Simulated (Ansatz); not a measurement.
**Energy profile**

The step: Si₃N₂H₈F ([F][Si]([NH][SiH3])[NH][SiH3]) + H₂O → Si₂NH₅OF ([OH][Si]([F])[NH][SiH3]) + SiNH₅ ([NH2][SiH3]) (still joined by a long Si–N bond); bonds formed: Si1–O8, N2–H7; bonds broken: H7–O8; bonds weakened to dative contacts: Si1–N2 (atoms numbered as in the saddle structure below).

```
17
angstrom
Si 0.7933 0.3728 1.0497
N 0.7709 -1.0095 -0.2128
Si 0.4578 -0.6391 -1.9015
N -0.5981 1.3250 0.5642
Si -2.2634 0.8495 0.5883
F 0.2628 -0.4391 2.3373
H 1.9723 -1.0276 0.2465
O 2.5701 -0.4821 1.1650
H 0.2566 -1.8149 0.1348
H 1.3102 0.5241 -2.2454
H 0.8439 -1.8120 -2.7269
H -0.9699 -0.3227 -2.1442
H -0.4136 2.3141 0.4894
H -2.9742 1.2008 1.8483
H -2.3020 -0.6282 0.4279
H -3.0046 1.4811 -0.5387
H 3.2877 0.1078 0.9182
```

Electronic energies by CCSD(T) at an estimated basis limit (MP2 extrapolated from triple and quadruple zeta, plus CCSD(T) − MP2 in triple zeta), on PBE0-D4/def2-TZVP structures; Si$_{3}$N$_{2}$H$_{10}$OF, doublet; no counterpoise correction; spin–orbit coupling, which lowers free halogen atoms and radicals such as OH and SH, is left out. Ansatz 0.2.0; basis: def2-TZVPP and def2-QZVPP; cores frozen in the correlated methods; orbitals are unrestricted. Extrapolation: Hartree–Fock as exp(−7.88 √X), correlation as X^−2.97.

Problem. Give the profile in kcal/mol, counted from the separated reactants. (An estimate is asked for; the value comes from the calculation.)

Solution. The calculation gives:
```csv
point,kcal/mol
"separated: Si$_{3}$N$_{2}$H$_{8}$F (linked as [F][Si]([NH][SiH3])[NH][SiH3]; Si1, N2, Si3, N4, Si5, F6, H9, H10, H11, H12, H13, H14, H15, H16; doublet) + H$_{2}$O (H7, O8, H17; singlet)",0.00
start structure,-6.41
saddle,19.26
end structure,-6.17
"separated: Si$_{2}$NH$_{5}$OF (linked as [OH][Si]([F])[NH][SiH3]; Si1, N4, Si5, F6, O8, H13, H14, H15, H16, H17; doublet) + SiNH$_{5}$ (linked as [NH2][SiH3]; N2, Si3, H7, H9, H10, H11, H12; singlet)",-6.33
```

The T1 diagnostic stays at or below 0.014. ⟨S²⟩ of the unrestricted Hartree–Fock references: 0.75 to 0.76 (a pure state has 0.75).

The step is the kind of ligand exchange by which a precursor binds to a hydroxyl group, or is hydrolysed, in atomic layer deposition of oxides. Here a small cluster stands in for the surface site.

For scale, one of the runs: CCSD(T)/def2-TZVPP, 390 basis functions, launched by `ansatz run in.yaml --threads 4 --pin off --events-out ev --progress --plain --max-ram 66560MiB --backend cuda --devices 0, --max-vram 37GiB`. Time: 110 s of wall clock on 4 CPU threads of an AMD EPYC 7R13 and a share of one NVIDIA H100; the host was shared. Peak host memory: 1.7 GiB.
